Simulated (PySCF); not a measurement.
Trend along group 12: MLi cations

PBE0 with double-zeta basis sets in PySCF, for the lowest determinant that a PBE0 search found; no spin–orbit coupling. De refers to high-spin ground-configuration atoms (the charge goes to the atom of lower measured ionisation energy or higher electron affinity, which is not always the lowest computed limit). A positive dipole points towards Li; it is taken about the centre of mass and depends on that origin.

```
 M               basis  charged atom  state (unpaired electrons)  Re (Å)  ωe (cm⁻¹)  De (eV)  μ (D)
Zn          x2c-SVPall           Li+      singlet (closed shell)   2.670        258     0.63   8.03
Cd           def2-SVPD           Li+      singlet (closed shell)   2.785        248     0.68   8.51
Hg  cc-pVDZ/cc-pVDZ-PP           Li+      singlet (closed shell)   2.703        253     0.55   9.26
```

The shortest bond is that of LiZn⁺ (2.670 Å), the longest that of LiCd⁺ (2.785 Å).

The rows differ in basis set, which adds steps of its own.

Down a group the atoms grow and get heavier, so bonds lengthen and wavenumbers fall; the exceptions here are the shorter bond at Hg. Relativity and the filled 4f shell contract the atoms of the sixth period.

Closed-shell solutions of metal pairs were not tested for spin polarisation, which can lower them a little. Spin–orbit coupling is left out. For an ion De counts to the pair picked by the measured ionisation energies or electron affinities, which need not be the lowest pair at this level.
